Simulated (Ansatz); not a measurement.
A search over several starts for the lowest SCF solution of WN₂O₂H₄⁻, that is WO2(NH2)2 with one electron more at the given spin, in a small basis.

```yaml
crystal:
  periodic: [false, false, false]
  atoms:
    - {symbol: W, position_ang: [0.537196, 0.000776, 0.370247]}
    - {symbol: O, position_ang: [0.484972, 0.003868, 2.092512]}
    - {symbol: O, position_ang: [2.128103, -0.000009, -0.291526]}
    - {symbol: N, position_ang: [-0.366906, 1.620493, -0.256076]}
    - {symbol: H, position_ang: [-0.128179, 2.118437, -1.110601]}
    - {symbol: H, position_ang: [-1.080462, 2.120544, 0.269222]}
    - {symbol: N, position_ang: [-0.366703, -1.621571, -0.249539]}
    - {symbol: H, position_ang: [-1.079282, -2.120241, 0.278390]}
    - {symbol: H, position_ang: [-0.128727, -2.122308, -1.102639]}
basis:
  gaussian: {orbitals: def2-SVP}
total_charge: -1
magnetization: {spin_polarized: true, initial_magnetization: 1}
hamiltonian: {xc: pbe0, dispersion: d4}
output: {orbitals: {seedname: orbitals}}
```

```sh
$ ansatz run in.yaml --threads 4 --pin off --events-out ev --progress --plain --max-ram 3916MiB
```

It prints (some lines left out):

```
Functional definition: PBE0
1065 factors; integrals over basis functions are off by at most 8.5e-4 eV
mean field evaluation 1: about -8940.1538 eV, gradient 5.9e1 eV
mean field evaluation 2: about -8847.8712 eV, gradient 1.7e2 eV
mean field evaluation 4: about -8953.6632 eV, gradient 1.2e1 eV
mean field evaluation 8: about -8954.4063 eV, gradient 1.9e0 eV
mean field evaluation 16: about -8954.8135 eV, gradient 1.6e-1 eV
mean field evaluation 32: about -8954.8209 eV, gradient 9.9e-4 eV
mean field evaluation 64: about -8954.8109 eV, gradient 1.2e0 eV
mean field -8954.82085472 eV, -329.0835966153 hartree, gradient 1.3e-5 eV, S^2 0.755086; 7 other end points of the search recorded, 0 dependent functions left out
reference -8954.82090269 eV, -329.0835983784 hartree; 25, 24 occupied and 83, 84 virtual orbitals, 1065 factors
Total energy: -8955.01742678 eV, -329.0908205055 hartree
```

Run time 9.5 s (4 threads of Arm Neoverse V1 on a shared host).

In the def2 sets W takes a core potential; there is no spin–orbit coupling. The highest occupied level of the charge -1 doublet lies above zero (up to 3.02 eV). By energy differences it is unbound by 0.47 eV (vertical, against the charge 0 singlet, at PBE0-D4/def2-TZVPD) and held by the finite basis.
